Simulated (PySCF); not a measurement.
**Spinor energies of Ti (titanium, neutral)**

Start: [Ar] 3d2 4s2; 3d3/2 filled at m_j = +1/2, +3/2. Calculated with PySCF 2.14 in x2c-SVPall-2c with one added diffuse shell each of s, d type (6s5p4d1f, 48 functions): generalised Hartree-Fock with the X2C-1e Hamiltonian and a Gaussian nucleus; one run each with spin-orbit coupling (SO) switched off, then screened by Boettger's factors.

| spinor shell | electrons | ε, spin-free (eV) | ε, screened SO (eV) | weight of nominal j (screened SO) | rms radius, screened SO (bohr) |
| --- | --- | --- | --- | --- | --- |
| 1s1/2 | 2 | -5016.2 | -5016.2 | 1.000 | 0.0805 |
| 2s1/2 | 2 | -588.94 | -588.92 | 1.000 | 0.350 |
| 2p1/2 | 2 | -484.89 | -489.11 | 0.993 | 0.319 |
| 2p3/2 | 4 | -484.89 | -482.78 | 0.997 | 0.321 |
| 3s1/2 | 2 | -79.090 | -79.081 | 1.000 | 1.08 |
| 3p1/2 | 2 | -48.965 | -50.413 | 0.654 | 1.18 |
| 3p3/2 | 4 | -48.965 | -48.232 | 0.827 | 1.19 |
| 3d3/2 | 2 | -11.823 | -11.832 | 0.718 | 1.67 |
| 4s1/2 | 2 | -6.058 | -6.057 | 1.000 | 4.05 |

```json
{"quantity": "E (hartree)", "spin-free": "-852.62336", "screened SO": "-852.62845"}
{"quantity": "M_J", "spin-free": "2", "screened SO": "2"}
{"quantity": "⟨J²⟩", "spin-free": "8.015", "screened SO": "7.883"}
{"quantity": "⟨L²⟩", "spin-free": "12.008", "screened SO": "12.006"}
{"quantity": "⟨S²⟩", "spin-free": "2.007", "screened SO": "2.006"}
```

The determinant has a definite M_J but mixes levels of different J.

Each row is a mean over spinors that exchange with the open shell spreads, by up to 7.244 eV (3p1/2).

Rows whose weight is well below 1 are mixtures of j = l ± 1/2: exchange outweighs spin-orbit coupling there, and the label is only the starting occupation.

Without spin-orbit coupling the j labels of p, d and f shells carry no meaning; the spin-free column gives the mean over the occupied spinors of each nl shell, and its ⟨J²⟩ belongs to a mixture of degenerate components.
